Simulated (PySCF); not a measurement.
UHF on Tc⁺ (technetium, charge +1)

Configuration: [Kr] 4d4 5s1 5p1, one real determinant (an excited configuration). All numbers are calculated (PySCF 2.14, a scalar-relativistic core potential, in aug-cc-pwCVDZ-PP with ECP28MDF).

```
Total energy                                                  : -79.345831 hartree
One-electron energy                                           : -131.1535 hartree
Hartree (Coulomb) energy                                      : 59.7542 hartree
Exchange energy                                               : -7.9465 hartree
⟨S²⟩                                                          : 12.0025
⟨L²⟩                                                          : 7.990
Sum of ⟨r⟩                                                    : 22.04 bohr
Sum of ⟨r²⟩                                                   : 47.29 bohr²
Traceless quadrupole moment −½Σ⟨3z² − r²⟩ along its main axis : -5.04 e·bohr²
```

```json
{"shell": "4s α", "electrons": "1", "mean orbital energy (hartree)": "-3.89919", "spread (hartree)": "0", "rms radius, mean of both spins (bohr)": "1.13"}
{"shell": "4s β", "electrons": "1", "mean orbital energy (hartree)": "-3.63211", "spread (hartree)": "0", "rms radius, mean of both spins (bohr)": "1.13"}
{"shell": "4p α", "electrons": "3", "mean orbital energy (hartree)": "-2.68413", "spread (hartree)": "0.04007", "rms radius, mean of both spins (bohr)": "1.25"}
{"shell": "4p β", "electrons": "3", "mean orbital energy (hartree)": "-2.35383", "spread (hartree)": "0.04420", "rms radius, mean of both spins (bohr)": "1.25"}
{"shell": "4d α", "electrons": "4", "mean orbital energy (hartree)": "-0.95218", "spread (hartree)": "0.02988", "rms radius, mean of both spins (bohr)": "1.70"}
{"shell": "5s α", "electrons": "1", "mean orbital energy (hartree)": "-0.64392", "spread (hartree)": "0", "rms radius, mean of both spins (bohr)": "3.12"}
{"shell": "5p α", "electrons": "1", "mean orbital energy (hartree)": "-0.44036", "spread (hartree)": "0", "rms radius, mean of both spins (bohr)": "3.74"}
```

⟨L²⟩ = 7.99 against 12 for a pure F term, so this real determinant mixes terms. Energies and moments cover only the electrons outside the core potential.
